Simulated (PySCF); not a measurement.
Hf(Cl)2(OH) (Cl₂HHfO), SMILES [Cl][Hf]([OH])[Cl] (connectivity only; charge and spin as stated), neutral, multiplicity 2.

The structure is a stationary point at B3LYP-D3(BJ)/def2-SVP. The multiplicity is an assumed one; other spin states were not compared. The isomer is the one that the SMILES or the coordinates give; other isomers of the formula were not compared. The def2 effective core potentials stand for the cores of Hf; spin–orbit coupling is left out. One conformer was computed; it need not be the lowest.

Method: TDA-PBE/def2-SVPD (PySCF).

Vertical excitations. 

Question: List the lowest excited states. (Estimate from the structure and the level; the computed values follow.)

Answer: 
```tsv
state	energy (eV)	λ (nm)	f	main pairs
root 1	1.65	751	0.000	α HOMO→LUMO 100 %
root 2	2.18	568	0.001	α HOMO→LUMO+1 99 %
root 3	3.03	409	0.004	α HOMO→LUMO+2 100 %
root 4	3.44	360	0.005	α HOMO→LUMO+3 100 %
root 5	3.85	322	0.009	α HOMO→LUMO+4 98 %
root 6	4.13	300	0.251	α HOMO→LUMO+5 95 %
root 7	4.67	266	0.018	α HOMO→LUMO+6 98 %
root 8	4.86	255	0.000	β HOMO→LUMO 100 %
root 9	4.93	251	0.037	α HOMO→LUMO+7 98 %
root 10	5.06	245	0.018	α HOMO−1→LUMO 53 %, β HOMO−1→LUMO 45 %
```
Unrestricted roots are not spin-pure.
